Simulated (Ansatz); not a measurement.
Wavefunction ladder for C9H13N, SMILES `Cc1ccc(N(C)C)cc1`

```xyz
23

C     2.105   -0.682   -3.030
C     1.275   -0.414   -1.812
C     0.532   -1.416   -1.201
C    -0.215   -1.186   -0.059
C    -0.245    0.081    0.540
N    -0.957    0.315    1.700
C    -1.891   -0.681    2.152
C    -1.175    1.673    2.119
C     0.485    1.101   -0.088
C     1.225    0.847   -1.229
H     1.706   -1.519   -3.607
H     3.137   -0.934   -2.764
H     2.144    0.190   -3.687
H     0.527   -2.412   -1.632
H    -0.783   -2.004    0.362
H    -1.386   -1.629    2.357
H    -2.345   -0.347    3.084
H    -2.696   -0.877    1.428
H    -1.733    1.672    3.054
H    -0.226    2.183    2.307
H    -1.737    2.267    1.383
H     0.476    2.106    0.310
H     1.775    1.666   -1.684
```

Charge 0, multiplicity 1. Geometry: relaxed with PBE0-D4/def2-TZVP. It is one conformer, not always the lowest. Frozen core, restricted reference, Ansatz 0.2.0. CBS rows extrapolate triple and quadruple zeta; past MP2 they add the triple-zeta difference.

```csv
basis,HF (Eh),MP2 corr.,CCSD corr.,(T),CCSD(T) total
def2-SVP,-402.52772,?,-1.46388,-0.05748,?
def2-TZVPP,?,-1.68812,?,-0.08518,?
def2-QZVPP,-402.98103,-1.79474,–,–,–
CBS(def2),-402.98346,?,-1.92684,as TZ,?
```

Fill in the withheld values. (Estimate.)

Ansatz gave: def2-SVP MP2 corr.: -1.38405; def2-SVP CCSD(T) total: -404.04908; def2-TZVPP HF (Eh): -402.96339; def2-TZVPP CCSD corr.: -1.74125; def2-TZVPP CCSD(T) total: -404.78982; CBS(def2) MP2 corr.: -1.87371; CBS(def2) CCSD(T) total: -404.99548.
